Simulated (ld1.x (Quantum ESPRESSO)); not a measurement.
Pseudopotential generation for palladium: TM, LDA (PZ), scalar-relativistic.

```
Element                 : Pd (Z = 46)
Generator               : ld1.x (Quantum ESPRESSO) 7.5
Type                    : norm-conserving Troullier–Martins (Kleinman–Bylander form)
Functional              : LDA (PZ)
Relativity              : scalar-relativistic
Frozen core             : [Kr]
Valence charge          : 10
Reference configuration : 4d10 5s0 5p0
Partial waves           : 5s (bound, empty): rc 2.15 bohr; 5p (bound, empty): rc 3.35 bohr; 4d (bound): rc 1.50 bohr
Local potential         : the d channel
Core correction         : none
```

(1) Estimate the cutoffs (Ry, on a coarse ladder) from which the occupation-weighted sum of valence levels, in a spherical-Bessel basis at the reference potential, stays within 10 and 1 mRy of its value at 400 Ry.

(2) Does the potential have ghost states?

(3) Tests: 4d9 5s0 5p0; 4d8 5s0 5p0; 4d7 5s0 5p0; 4d9 5s1 5p0; 4d6 5s0 5p0; 4d9.5 5s0 5p0; 4d9 5s0 5p1. Which has the largest error in its energy relative to the reference configuration, and how large is it?

## Answers

(1) 70 Ry and 80 Ry.

(2) Ghost states, extra bound levels that the all-electron valence spectrum of the same l lacks: s at -118.9 eV, p at -35.8 eV. A true bound ghost makes a file unfit for plane-wave use.

(3) 4d6 5s0 5p0, with -649 meV (all-electron minus pseudo) on +114.62 eV.
